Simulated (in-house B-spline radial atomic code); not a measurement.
Radial electron density of Pd4+, [Kr] 4d6. Method: non-relativistic BHandHLYP, spin-polarised, spherical fractional occupations, exact exchange averaged over the configuration, point nucleus. Calculated with a B-spline radial code for spherical atoms.

Columns: r (bohr), 4πr²n(r) (electrons per bohr), bar.

```
 0.00141    1.497 #
 0.00172    2.164 #
 0.00209    3.089 ##
 0.00254    4.377 ###
 0.00309    6.159 ####
 0.00376    8.575 #####
 0.00458     11.8 #######
 0.00557    15.94 ##########
 0.00678    21.13 #############
 0.00825    27.35 #################
    0.01    34.26 #####################
  0.0122    41.76 #########################
  0.0149    48.84 ##############################
  0.0181    54.24 #################################
   0.022    57.13 ###################################
  0.0268    56.93 ##################################
  0.0326    54.14 #################################
  0.0396    50.76 ###############################
  0.0482    49.68 ##############################
  0.0587    53.38 ################################
  0.0714    61.52 #####################################
  0.0868       70 ##########################################
   0.106    72.81 ############################################
   0.129    66.65 ########################################
   0.156    56.08 ##################################
    0.19    49.21 ##############################
   0.232    51.77 ###############################
   0.282    57.73 ###################################
   0.343    55.69 ##################################
   0.417       42 #########################
   0.508    25.14 ###############
   0.618     16.1 ##########
   0.752    15.67 #########
   0.914    16.69 ##########
    1.11    14.14 #########
    1.35    8.996 #####
    1.65    4.256 ###
       2    1.601 #
    2.44    0.439 
    2.97  0.08701 
    3.61  0.01122 
    4.39 0.0008084
```

On this grid the curve has 4 maxima, near 0.022, 0.106, 0.282, 0.914 bohr.

The 4d up radial function P(r) = rR(r), positive near the nucleus:

| r (bohr) | P |
| --- | --- |
| 0.0122 | 0.001392 |
| 0.0181 | 0.004164 |
| 0.0268 | 0.0119 |
| 0.0396 | 0.03191 |
| 0.0587 | 0.07939 |
| 0.0868 | 0.1746 |
| 0.129 | 0.3267 |
| 0.19 | 0.4717 |
| 0.282 | 0.45 |
| 0.417 | 0.09055 |
| 0.618 | -0.523 |
| 0.914 | -0.9537 |
| 1.35 | -0.8622 |
| 2 | -0.4426 |
| 2.97 | -0.1138 |
| 4.39 | -0.01099 |
